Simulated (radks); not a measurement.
The fluorine ion F3+, configuration [He] 2s2 2p(1/2: 2, 3/2: 0). All-electron calculation, Dirac Kohn-Sham, LDA (Slater exchange, Perdew-Wang correlation), spin-unpolarised, spherical densities, point nucleus. Program: a radial shooting solver on a logarithmic mesh with Libxc functionals. Some entries of the table are withheld. Estimate them.

orbital,occ.,eigenvalue (eV),<r^2> (bohr^2)
1s1/2,2,(1),0.04223
2s1/2,2,(2),(3)
2p1/2,2,(4),(5)
2p3/2,0,(6),(7)

Answer. 
(1) 1s1/2 eigenvalue (eV): -736.7056
(2) 2s1/2 eigenvalue (eV): -90.7456
(3) 2s1/2 <r^2> (bohr^2): 0.9178
(4) 2p1/2 eigenvalue (eV): -72.8951
(5) 2p1/2 <r^2> (bohr^2): 0.8469
(6) 2p3/2 eigenvalue (eV): -72.7937
(7) 2p3/2 <r^2> (bohr^2): 0.8491
